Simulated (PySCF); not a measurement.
CH₇F₂NSi₂, SMILES N[Si@@H](C[SiH2]F)F.

Geometry optimised at PBE0-D3(BJ)/def2-SVP. The structure was generated by enumeration; whether it is a known compound was not checked. The values are those of a single conformer.

Two levels are set side by side: TDA-PBE/def2-SVPD (PySCF) and TDA-ωB97X/def2-SVPD (PySCF). Vertical, same geometry. The lowest singlet is HOMO→LUMO 99 % with PBE and HOMO→LUMO 43 %, HOMO→LUMO+2 24 %, HOMO→LUMO+1 13 %, HOMO→LUMO+4 11 % with the other functional; states are paired by order. Differences are taken from unrounded values.

```csv
quantity,TDA-ωB97X,TDA-PBE,TDA-PBE minus TDA-ωB97X
lowest singlet excitation (eV),7.63,5.92,-1.71
lowest triplet excitation (TDA) (eV),7.32,5.83,-1.49
```

Functionals without exact exchange tend to place singlet excitations lower, as here. Differences between two approximate levels are no errors against the true value.

Rough cost on one machine, each run with all the roots and properties that it gave: TDA-ωB97X against TDA-PBE about 5 times.
